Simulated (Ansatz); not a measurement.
# Nudged elastic band run: C₂H₈OSiTe

input.yaml

```yaml
crystal:
  periodic: [false, false, false]
  atoms:
    - { symbol: O, position_ang: [0.010506, 0.298303, 1.820556] }
    - { symbol: C, position_ang: [0.762249, -0.183055, 0.759488] }
    - { symbol: Te, position_ang: [1.688723, -2.125314, 1.343058] }
    - { symbol: C, position_ang: [-0.008373, -0.286204, -0.540684] }
    - { symbol: Si, position_ang: [-0.974502, 1.311629, -0.90425] }
    - { symbol: H, position_ang: [-0.725399, -0.309311, 1.972527] }
    - { symbol: H, position_ang: [1.613623, 0.502746, 0.650199] }
    - { symbol: H, position_ang: [1.406694, -2.840143, -0.134496] }
    - { symbol: H, position_ang: [-0.726949, -1.124512, -0.513465] }
    - { symbol: H, position_ang: [0.677942, -0.489925, -1.378278] }
    - { symbol: H, position_ang: [-1.42923, 1.283018, -2.32868] }
    - { symbol: H, position_ang: [-0.094625, 2.500515, -0.698618] }
    - { symbol: H, position_ang: [-2.180358, 1.427553, -0.032356] }
basis:
  gaussian: { orbitals: def2-SVP }
hamiltonian:
  xc: pbe0
  dispersion: d4
neb:
  order_check: false
  images: 5
  f_tol: 0.05
  max_iterations: 55
  initial_path: idpp
  optimiser: fire
  climbing: true
  final_atoms:
    - { symbol: O, position_ang: [-0.34443965, 0.02179617, 1.64551694] }
    - { symbol: C, position_ang: [0.47491975, -0.44024298, 0.62695614] }
    - { symbol: Te, position_ang: [1.14958167, -2.51717932, 1.10566248] }
    - { symbol: C, position_ang: [-0.28149122, -0.34871426, -0.67514635] }
    - { symbol: Si, position_ang: [-0.99494965, 1.39397903, -0.94363545] }
    - { symbol: H, position_ang: [0.16251101, 0.05342342, 2.46547433] }
    - { symbol: H, position_ang: [1.42548946, 0.1188674, 0.5631411] }
    - { symbol: H, position_ang: [2.69447756, -2.24313809, 0.54545943] }
    - { symbol: H, position_ang: [-1.11563433, -1.06962105, -0.69148858] }
    - { symbol: H, position_ang: [0.38029533, -0.60887946, -1.51491501] }
    - { symbol: H, position_ang: [-1.33728233, 1.55989662, -2.39114925] }
    - { symbol: H, position_ang: [0.03463271, 2.41814426, -0.58247102] }
    - { symbol: H, position_ang: [-2.22780931, 1.62696826, -0.13840376] }
```

Command:

```bash
$ ansatz run input.yaml --threads 2 --pin off --max-ram 3072MiB --backend cpu --events-out ev --progress --plain --runs-dir out
```

Output, in part (warnings, iteration lines, the closing report on the highest movable image, with atoms numbered from 0):

```
NEB end point (image 0): max|allowed force component| = 8.236e-3 eV/Å (the criterion of neb.relax_end_points is 1.000e-2)
NEB end point (image 6): max|allowed force component| = 7.932e-3 eV/Å (the criterion of neb.relax_end_points is 1.000e-2)
NEB iter   1: max|band force component| = 7.326e-1 eV/Å  barrier→ = 0.2992 eV  barrier← = 0.2885 eV  Δτ_max = 0.0116 Å  (194 SCF iters)
NEB iter   2: max|band force component| = 4.481e-1 eV/Å  barrier→ = 0.2825 eV  barrier← = 0.2718 eV  CI = image 3  Δτ_max = 0.0131 Å  (152 SCF iters)
NEB iter   3: max|band force component| = 4.106e-1 eV/Å  barrier→ = 0.2697 eV  barrier← = 0.2590 eV  CI = image 3  Δτ_max = 0.0150 Å  (159 SCF iters)
NEB iter   4: max|band force component| = 3.204e-1 eV/Å  barrier→ = 0.2644 eV  barrier← = 0.2537 eV  CI = image 3  Δτ_max = 0.0049 Å  (159 SCF iters)
NEB iter   5: max|band force component| = 2.083e-1 eV/Å  barrier→ = 0.2608 eV  barrier← = 0.2501 eV  CI = image 3  Δτ_max = 0.0067 Å  (131 SCF iters)
NEB iter   6: max|band force component| = 2.575e-1 eV/Å  barrier→ = 0.2605 eV  barrier← = 0.2498 eV  CI = image 3  Δτ_max = 0.0044 Å  (146 SCF iters)
NEB iter   7: max|band force component| = 1.804e-1 eV/Å  barrier→ = 0.2591 eV  barrier← = 0.2484 eV  CI = image 3  Δτ_max = 0.0030 Å  (126 SCF iters)
NEB iter   8: max|band force component| = 1.614e-1 eV/Å  barrier→ = 0.2587 eV  barrier← = 0.2480 eV  CI = image 3  Δτ_max = 0.0024 Å  (121 SCF iters)
NEB iter   9: max|band force component| = 1.065e-1 eV/Å  barrier→ = 0.2584 eV  barrier← = 0.2477 eV  CI = image 3  Δτ_max = 0.0042 Å  (119 SCF iters)
NEB iter  10: max|band force component| = 1.215e-1 eV/Å  barrier→ = 0.2580 eV  barrier← = 0.2473 eV  CI = image 3  Δτ_max = 0.0062 Å  (124 SCF iters)
NEB iter  11: max|band force component| = 1.099e-1 eV/Å  barrier→ = 0.2575 eV  barrier← = 0.2468 eV  CI = image 3  Δτ_max = 0.0075 Å  (124 SCF iters)
NEB iter  12: max|band force component| = 1.054e-1 eV/Å  barrier→ = 0.2569 eV  barrier← = 0.2462 eV  CI = image 3  Δτ_max = 0.0089 Å  (123 SCF iters)
NEB iter  13: max|band force component| = 1.139e-1 eV/Å  barrier→ = 0.2564 eV  barrier← = 0.2457 eV  CI = image 3  Δτ_max = 0.0102 Å  (133 SCF iters)
NEB iter  14: max|band force component| = 8.987e-2 eV/Å  barrier→ = 0.2558 eV  barrier← = 0.2451 eV  CI = image 3  Δτ_max = 0.0129 Å  (138 SCF iters)
NEB iter  15: max|band force component| = 9.076e-2 eV/Å  barrier→ = 0.2553 eV  barrier← = 0.2446 eV  CI = image 3  Δτ_max = 0.0164 Å  (147 SCF iters)
NEB iter  16: max|band force component| = 1.525e-1 eV/Å  barrier→ = 0.2551 eV  barrier← = 0.2443 eV  CI = image 3  Δτ_max = 0.0189 Å  (153 SCF iters)
NEB iter  17: max|band force component| = 3.380e-1 eV/Å  barrier→ = 0.2555 eV  barrier← = 0.2448 eV  CI = image 3  Δτ_max = 0.0097 Å  (160 SCF iters)
NEB iter  18: max|band force component| = 6.554e-1 eV/Å  barrier→ = 0.2587 eV  barrier← = 0.2480 eV  CI = image 3  Δτ_max = 0.0047 Å  (138 SCF iters)
NEB iter  19: max|band force component| = 1.829e-1 eV/Å  barrier→ = 0.2547 eV  barrier← = 0.2440 eV  CI = image 3  Δτ_max = 0.0060 Å  (117 SCF iters)
NEB iter  20: max|band force component| = 4.427e-1 eV/Å  barrier→ = 0.2562 eV  barrier← = 0.2455 eV  CI = image 3  Δτ_max = 0.0008 Å  (127 SCF iters)
NEB iter  21: max|band force component| = 3.570e-1 eV/Å  barrier→ = 0.2555 eV  barrier← = 0.2448 eV  CI = image 3  Δτ_max = 0.0014 Å  (104 SCF iters)
NEB iter  22: max|band force component| = 2.039e-1 eV/Å  barrier→ = 0.2547 eV  barrier← = 0.2440 eV  CI = image 3  Δτ_max = 0.0018 Å  (108 SCF iters)
NEB iter  23: max|band force component| = 6.105e-2 eV/Å  barrier→ = 0.2543 eV  barrier← = 0.2436 eV  CI = image 3  Δτ_max = 0.0016 Å  (109 SCF iters)
NEB iter  24: max|band force component| = 1.563e-1 eV/Å  barrier→ = 0.2546 eV  barrier← = 0.2439 eV  CI = image 3  Δτ_max = 0.0001 Å  (108 SCF iters)
NEB iter  25: max|band force component| = 1.491e-1 eV/Å  barrier→ = 0.2545 eV  barrier← = 0.2438 eV  CI = image 3  Δτ_max = 0.0001 Å  (92 SCF iters)
NEB iter  26: max|band force component| = 1.350e-1 eV/Å  barrier→ = 0.2545 eV  barrier← = 0.2438 eV  CI = image 3  Δτ_max = 0.0002 Å  (96 SCF iters)
NEB iter  27: max|band force component| = 1.147e-1 eV/Å  barrier→ = 0.2544 eV  barrier← = 0.2437 eV  CI = image 3  Δτ_max = 0.0003 Å  (98 SCF iters)
NEB iter  28: max|band force component| = 8.937e-2 eV/Å  barrier→ = 0.2544 eV  barrier← = 0.2437 eV  CI = image 3  Δτ_max = 0.0003 Å  (98 SCF iters)
NEB iter  29: max|band force component| = 6.032e-2 eV/Å  barrier→ = 0.2543 eV  barrier← = 0.2436 eV  CI = image 3  Δτ_max = 0.0003 Å  (100 SCF iters)
NEB iter  30: max|band force component| = 5.943e-2 eV/Å  barrier→ = 0.2543 eV  barrier← = 0.2436 eV  CI = image 3  Δτ_max = 0.0003 Å  (101 SCF iters)
NEB iter  31: max|band force component| = 5.930e-2 eV/Å  barrier→ = 0.2543 eV  barrier← = 0.2436 eV  CI = image 3  Δτ_max = 0.0003 Å  (101 SCF iters)
NEB iter  32: max|band force component| = 5.911e-2 eV/Å  barrier→ = 0.2543 eV  barrier← = 0.2436 eV  CI = image 3  Δτ_max = 0.0000 Å  (102 SCF iters)
NEB iter  33: max|band force component| = 5.906e-2 eV/Å  barrier→ = 0.2543 eV  barrier← = 0.2436 eV  CI = image 3  Δτ_max = 0.0001 Å  (90 SCF iters)
NEB iter  34: max|band force component| = 5.896e-2 eV/Å  barrier→ = 0.2543 eV  barrier← = 0.2436 eV  CI = image 3  Δτ_max = 0.0001 Å  (95 SCF iters)
NEB iter  35: max|band force component| = 5.881e-2 eV/Å  barrier→ = 0.2543 eV  barrier← = 0.2436 eV  CI = image 3  Δτ_max = 0.0001 Å  (95 SCF iters)
NEB iter  36: max|band force component| = 5.862e-2 eV/Å  barrier→ = 0.2543 eV  barrier← = 0.2436 eV  CI = image 3  Δτ_max = 0.0002 Å  (98 SCF iters)
NEB iter  37: max|band force component| = 5.839e-2 eV/Å  barrier→ = 0.2543 eV  barrier← = 0.2436 eV  CI = image 3  Δτ_max = 0.0002 Å  (97 SCF iters)
NEB iter  38: max|band force component| = 5.812e-2 eV/Å  barrier→ = 0.2543 eV  barrier← = 0.2436 eV  CI = image 3  Δτ_max = 0.0003 Å  (99 SCF iters)
NEB iter  39: max|band force component| = 5.777e-2 eV/Å  barrier→ = 0.2543 eV  barrier← = 0.2436 eV  CI = image 3  Δτ_max = 0.0004 Å  (100 SCF iters)
NEB iter  40: max|band force component| = 5.735e-2 eV/Å  barrier→ = 0.2542 eV  barrier← = 0.2435 eV  CI = image 3  Δτ_max = 0.0005 Å  (100 SCF iters)
NEB iter  41: max|band force component| = 5.683e-2 eV/Å  barrier→ = 0.2542 eV  barrier← = 0.2435 eV  CI = image 3  Δτ_max = 0.0006 Å  (100 SCF iters)
NEB iter  42: max|band force component| = 5.620e-2 eV/Å  barrier→ = 0.2542 eV  barrier← = 0.2435 eV  CI = image 3  Δτ_max = 0.0007 Å  (101 SCF iters)
NEB iter  43: max|band force component| = 5.544e-2 eV/Å  barrier→ = 0.2542 eV  barrier← = 0.2435 eV  CI = image 3  Δτ_max = 0.0009 Å  (104 SCF iters)
NEB iter  44: max|band force component| = 5.453e-2 eV/Å  barrier→ = 0.2542 eV  barrier← = 0.2435 eV  CI = image 3  Δτ_max = 0.0011 Å  (105 SCF iters)
NEB iter  45: max|band force component| = 5.342e-2 eV/Å  barrier→ = 0.2541 eV  barrier← = 0.2434 eV  CI = image 3  Δτ_max = 0.0014 Å  (105 SCF iters)
NEB iter  46: max|band force component| = 5.207e-2 eV/Å  barrier→ = 0.2541 eV  barrier← = 0.2434 eV  CI = image 3  Δτ_max = 0.0017 Å  (105 SCF iters)
NEB iter  47: max|band force component| = 5.045e-2 eV/Å  barrier→ = 0.2540 eV  barrier← = 0.2433 eV  CI = image 3  Δτ_max = 0.0021 Å  (105 SCF iters)
NEB iter  48: max|band force component| = 4.853e-2 eV/Å  barrier→ = 0.2540 eV  barrier← = 0.2433 eV  CI = image 3  Δτ_max = 0.0000 Å  (249 SCF iters)
Total energy: -19408.13272434 eV, -713.2357223145 hartree
Atom 0 at    -0.022950     0.349070     1.692499 Å, force     0.010787     0.002410     0.013055 eV/Å
Atom 1 at     0.655858    -0.295145     0.651202 Å, force     0.005259    -0.000059     0.005512 eV/Å
Atom 2 at     1.328731    -2.304728     1.314602 Å, force    -0.001680    -0.010364    -0.011290 eV/Å
Atom 3 at    -0.199001    -0.330468    -0.596074 Å, force     0.001153     0.002857     0.008508 eV/Å
Atom 4 at    -1.032224     1.355334    -0.893820 Å, force    -0.000181     0.000728    -0.000901 eV/Å
Atom 5 at    -0.129664    -0.206653     2.467826 Å, force    -0.013345    -0.000742    -0.004002 eV/Å
Atom 6 at     1.597396     0.242671     0.450415 Å, force     0.008829    -0.008090     0.006056 eV/Å
Atom 7 at     2.164179    -2.586524    -0.093831 Å, force    -0.001441     0.011159    -0.015394 eV/Å
Atom 8 at    -0.993936    -1.090718    -0.514804 Å, force    -0.000393     0.004677     0.013448 eV/Å
Atom 9 at     0.412599    -0.594010    -1.474230 Å, force    -0.003184    -0.001035     0.006579 eV/Å
Atom 10 at    -1.530161     1.406148    -2.304455 Å, force     0.007426    -0.014314    -0.004082 eV/Å
Atom 11 at    -0.038355     2.455481    -0.702877 Å, force    -0.005978     0.007361    -0.007606 eV/Å
Atom 12 at    -2.192169     1.564842     0.018550 Å, force    -0.007252     0.005410    -0.009882 eV/Å
Dipole moment:     0.061418    -0.183792    -0.011546 e Å
```

The run converged. Another band between the same ends (5 images) ends at a top of the same energy, where a vibrational analysis finds 2 clearly imaginary modes. Another band between the same ends, with other settings, climbed to 0.10 eV only, so this may not be the lowest route.

Final band (atoms are numbered from 1 in the order of the input):

| image | path coordinate (Å) | energy (eV) | dihedral H6–O1–C2–Te3 (°) |
| --- | --- | --- | --- |
| 0 | 0.00 | 0.000 | -65 |
| 1 | 0.48 | 0.018 | -61 |
| 2 | 0.96 | 0.113 | -45 |
| 3 | 1.44 | 0.254 | -4 |
| 4 | 1.89 | 0.119 | 39 |
| 5 | 2.34 | 0.023 | 60 |
| 6 | 2.80 | 0.011 | 62 |

Run time: 14 min on 2 threads of Intel(R) Xeon(R) Platinum 8488C (Sapphire Rapids), on a shared host, peak memory 0.37 GiB.
